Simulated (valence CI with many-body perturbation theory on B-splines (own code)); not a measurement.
# Xe32+: E2, M1 decay

Level of theory: valence CI with perturbative core correlation (CI+MBPT): four valence electrons over a frozen Dirac-Fock core [Ar], radial functions for each j: 9 s, 9 p, 10 d, 8 f, 5 g, 3 h, 1 i, with the one-electron correlation potential Σ1, the two-electron term Σ2, the three-electron term Σ3, Breit, model QED; selected CI, second order for the rest (own B-spline code, finite nucleus).

No measured spectrum was set against this ion. As an estimate, large intervals hold to a few tenths of a per cent, small ones and those within an open d or f shell to about a per cent. Only levels of the ground parity were solved; by the run's estimate the other parity begins above the list, which can be wrong where configurations are misplaced.

Lines 1 to 50 of 120 in falling wavelength, among levels below 100.345 eV, chosen from the decays that carry over 1 % of a level's rate. Wavelengths and rates use the calculated energies. Electric multipoles are in the length gauge, E1 and E2 with the static RPA response of the core. Weak lines are less certain than strong ones. Lines between different terms over intervals too small for the method are left out, as are lines whose strength nearly cancels. Branching is blank where the lifetime is uncertain.

Levels are named by their leading jj configuration (3d3/2^4 stands for four electrons in 3d with j = 3/2), which in mixed levels can hold well under half, so a name can repeat and another be missing. Letters in brackets count levels of one name in rising energy.

```csv
λ vac (nm),Upper,Lower,Type,A (s⁻¹),Branch %
647.4,(3d3/2^2 3d5/2^2) J=6,(3d3/2^2 3d5/2^2) J=5,M1,3.56e+01,99.4
545.4,(3d3/2^3 3d5/2) J=4,(3d3/2^3 3d5/2) J=2,E2,1.63e-05,100.0
416.5,(3d3/2^3 3d5/2) J=3,(3d3/2^3 3d5/2) J=2,M1,4.18e+02,99.3
282.6,(3d3/2^2 3d5/2^2) J=2 [b],(3d3/2^2 3d5/2^2) J=1,M1,4.54e+02,5.3
267.5,(3d3/2^2 3d5/2^2) J=4 [b],(3d3/2^2 3d5/2^2) J=5,M1,1.03e+02,1.7
262.0,(3d3/2^2 3d5/2^2) J=5,(3d3/2^2 3d5/2^2) J=4 [a],M1,6.38e+02,5.3
211.5,(3d3/2^3 3d5/2) J=2,(3d3/2^3 3d5/2) J=1,M1,3.89e+03,100.0
177.8,(3d3/2^2 3d5/2^2) J=4 [b],(3d3/2^2 3d5/2^2) J=3 [a],M1,1.96e+03,33.2
169.4,(3d3/2^2 3d5/2^2) J=1,(3d3/2^2 3d5/2^2) J=0 [a],M1,3.20e+03,6.8
157.1,(3d3/2^2 3d5/2^2) J=2 [b],(3d3/2^2 3d5/2^2) J=2 [a],M1,1.58e+03,18.4
151.1,(3d3/2^2 3d5/2^2) J=3 [b],(3d3/2^2 3d5/2^2) J=3 [a],M1,3.53e+02,
144.5,(3d3/2^2 3d5/2^2) J=4 [c],(3d3/2 3d5/2^3) J=4 [a],M1,9.66e+02,
144.0,(3d3/2 3d5/2^3) J=3 [c],(3d3/2 3d5/2^3) J=2 [a],M1,3.33e+03,7.7
135.8,(3d3/2 3d5/2^3) J=3 [a],(3d3/2^2 3d5/2^2) J=4 [b],M1,1.79e+03,2.2
135.0,(3d3/2 3d5/2^3) J=1 [b],(3d3/2 3d5/2^3) J=2 [a],M1,1.84e+03,2.3
134.1,(3d3/2^2 3d5/2^2) J=4 [a],(3d3/2^3 3d5/2) J=3,M1,2.93e+03,15.5
132.4,(3d3/2^2 3d5/2^2) J=4 [b],(3d3/2^2 3d5/2^2) J=4 [a],M1,6.44e+02,10.9
124.6,(3d3/2^2 3d5/2^2) J=4 [a],(3d3/2^3 3d5/2) J=4,M1,1.60e+04,84.5
124.1,(3d3/2^3 3d5/2) J=1,(3d3/2^4) J=0,M1,1.64e+04,100.0
120.1,(3d3/2 3d5/2^3) J=3 [b],(3d3/2 3d5/2^3) J=3 [a],M1,2.58e+03,4.6
119.2,(3d3/2 3d5/2^3) J=4 [a],(3d3/2^2 3d5/2^2) J=5,M1,2.63e+03,4.5
117.0,(3d3/2^2 3d5/2^2) J=3 [b],(3d3/2^2 3d5/2^2) J=4 [a],M1,3.17e+02,
109.1,(3d3/2^2 3d5/2^2) J=2 [c],(3d3/2^2 3d5/2^2) J=1,M1,1.46e+03,2.1
107.1,(3d3/2 3d5/2^3) J=3 [b],(3d3/2^2 3d5/2^2) J=2 [c],M1,9.16e+02,1.6
107.0,(3d3/2 3d5/2^3) J=1 [a],(3d3/2^2 3d5/2^2) J=2 [b],M1,5.78e+03,5.3
106.5,(3d3/2 3d5/2^3) J=2 [a],(3d3/2^2 3d5/2^2) J=2 [c],M1,9.14e+03,14.1
106.5,(3d3/2^2 3d5/2^2) J=3 [a],(3d3/2^3 3d5/2) J=3,M1,1.46e+04,54.8
106.1,(3d3/2 3d5/2^3) J=1 [b],(3d3/2 3d5/2^3) J=0,M1,2.23e+03,2.8
104.2,(3d3/2 3d5/2^3) J=5,(3d3/2^2 3d5/2^2) J=4 [b],M1,1.14e+04,
102.0,(3d3/2 3d5/2^3) J=1 [b],(3d3/2^2 3d5/2^2) J=2 [d],M1,1.22e+04,15.3
100.5,(3d3/2^2 3d5/2^2) J=3 [a],(3d3/2^3 3d5/2) J=4,M1,4.74e+02,1.8
97.32,(3d3/2 3d5/2^3) J=4 [a],(3d3/2^2 3d5/2^2) J=3 [a],M1,4.59e+03,7.8
94.53,(3d3/2^2 3d5/2^2) J=4 [c],(3d3/2^2 3d5/2^2) J=3 [b],M1,1.94e+03,
90.05,(3d3/2 3d5/2^3) J=3 [c],(3d3/2^2 3d5/2^2) J=4 [c],M1,1.28e+04,29.4
86.40,(3d3/2^2 3d5/2^2) J=4 [c],(3d3/2^2 3d5/2^2) J=4 [b],M1,5.51e+02,
85.02,(3d3/2^2 3d5/2^2) J=2 [a],(3d3/2^3 3d5/2) J=2,M1,1.28e+04,27.5
84.84,(3d3/2^2 3d5/2^2) J=3 [a],(3d3/2^3 3d5/2) J=2,M1,1.15e+04,43.2
84.82,(3d3/2 3d5/2^3) J=5,(3d3/2^2 3d5/2^2) J=6,M1,7.57e+03,
84.46,(3d3/2^2 3d5/2^2) J=5,(3d3/2^3 3d5/2) J=4,M1,1.14e+04,94.7
83.34,(3d3/2^2 3d5/2^2) J=2 [c],(3d3/2^2 3d5/2^2) J=2 [a],M1,5.42e+03,7.9
81.93,(3d3/2 3d5/2^3) J=4 [a],(3d3/2^2 3d5/2^2) J=4 [a],M1,4.07e+04,69.1
80.99,(3d3/2^2 3d5/2^2) J=2 [d],(3d3/2^2 3d5/2^2) J=3 [b],M1,1.06e+04,32.6
79.20,(3d3/2^2 3d5/2^2) J=2 [d],(3d3/2^2 3d5/2^2) J=2 [b],M1,9.87e+03,30.3
78.90,(3d3/2 3d5/2^3) J=6,(3d3/2^2 3d5/2^2) J=6,M1,1.54e+04,45.6
77.64,(3d3/2 3d5/2^3) J=1 [a],(3d3/2^2 3d5/2^2) J=1,M1,1.97e+04,18.1
76.99,(3d3/2 3d5/2^3) J=3 [a],(3d3/2^2 3d5/2^2) J=3 [a],M1,2.88e+04,36.0
76.83,(3d3/2 3d5/2^3) J=3 [a],(3d3/2^2 3d5/2^2) J=2 [a],M1,3.34e+04,41.7
76.42,(3d3/2 3d5/2^3) J=1 [b],(3d3/2 3d5/2^3) J=1 [a],M1,3.33e+03,4.2
75.96,(3d5/2^4) J=4,(3d3/2 3d5/2^3) J=5,M1,4.60e+03,4.0
75.00,(3d3/2 3d5/2^3) J=5,(3d3/2^2 3d5/2^2) J=5,M1,1.09e+04,
```
